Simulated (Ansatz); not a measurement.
Diatomic HF-, multiplicity 2 (lowest of 2S+1 = 2, 4 at CCSD(T)/def2-TZVPP on PBE0 minima; our sources give no spin for the ground state, which may be another).

Constants: fifth-degree fit in 1/R to seven points, most abundant isotopes. In def2 and cc sets the state is the lowest found near the PBE0 minimum, followed along R.

Correlated levels freeze the cores.

Run with Ansatz (Gaussian basis) for Hartree–Fock, density functionals and correlated methods. 

Energies at CCSD/def2-TZVPP:

| R (Å) | E (hartree) |
|---|---|
| 1.121091 | -100.23617065 |
| 1.151228 | -100.23623496 |
| 1.178954 | -100.23621044 |
| 1.210296 | -100.23612348 |
| 1.241638 | -100.23599768 |
| 1.277803 | -100.23582129 |
| 1.319994 | -100.23558211 |

Q: With a reduced mass of 0.9571 u, find the minimum, the force constant and the constants.

A: A fifth-degree polynomial in 1/R puts the minimum at r_e = 1.1545 Å with force constant 41.8 N/m. Then ω_e = (1/2πc)√(k/μ) = 861 cm⁻¹ and B_e = h/(8π²cμr_e²) = 13.21 cm⁻¹; the cubic and quartic terms give α_e = 6.5 and ω_e x_e = 430 cm⁻¹.

Ansatz is a quantum-chemistry and plane-wave program.
